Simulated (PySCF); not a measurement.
Predicted microwave data (PBE0/pcSseg-1 in PySCF (dipole) on a GFN2-xTB geometry, gas phase) for one isomer of C7H12OP2:

| Item | Value |
| --- | --- |
| Rotational constants | A = 1544, B = 801.0, C = 792.0 MHz |
| Dipole components | \|μa\| = 1.92 D, \|μb\| = 0.00 D, \|μc\| = 3.03 D |
| Inertial defect | -320.07 u·Å² |
| κ | -0.98 |

**Question.** Which candidate fits, each taken in the one conformer that was computed?
A. `[CH3:1][O:2][c:3]1[cH:4][p:5]([CH2:6][PH2:7])[cH:8][c:9]1[CH3:10]` with C1–O2–C3–C4 -2°, C4–P5–C6–P7 26°, P5–C6–P7–H 66° and 158°
B. `[CH3:1][P:2]([CH3:3])[P:4]1(=[O:5])[CH:6]=[CH:7][CH2:8][CH:9]=[CH:10]1` with C1–P2–P4–O5 49°, P2–P4–C6–C7 -75°, C6–C7–C8–C9 -42°, C7–C8–C9–C10 42°, P2–P4–C10–C9 75°
C. `[CH3:1][CH2:2][CH2:3][P:4]([PH2:5])[c:6]1[cH:7][cH:8][cH:9][o:10]1` with C1–C2–C3–P4 -173°, C2–C3–P4–P5 -36°, C3–P4–P5–H -174° and -82°, C3–P4–C6–C7 68°

**Answer.** B. It is CP(C)P1(=O)C=CCC=C1, a near-prolate asymmetric top, point group Cs. The candidates at the same level (rigid rotor, commonest isotopes):

```tsv
SMILES	A (MHz)	B (MHz)	C (MHz)	μa (D)	μb (D)	μc (D)	Δ (u·Å²)	point group	rotor
CCCP(P)c1ccco1	1215	772.9	600.6	0.03	1.27	0.19	-228.32	C1	asymmetric top
COc1cp(CP)cc1C	1270	760.4	655.3	0.54	0.34	0.54	-291.40	C1	asymmetric top
CP(C)P1(=O)C=CCC=C1	1544	801.0	792.0	1.92	0.00	3.03	-320.07	Cs	near-prolate asymmetric top
```

`CCCP(P)c1ccco1` has C 24 % too low; `COc1cp(CP)cc1C` has A 18 % too low. In the right answer the mirror of this Cs structure is the ac plane, so μb vanishes by symmetry (the 0.01 D computed is a residue). No structure here is proved a minimum.
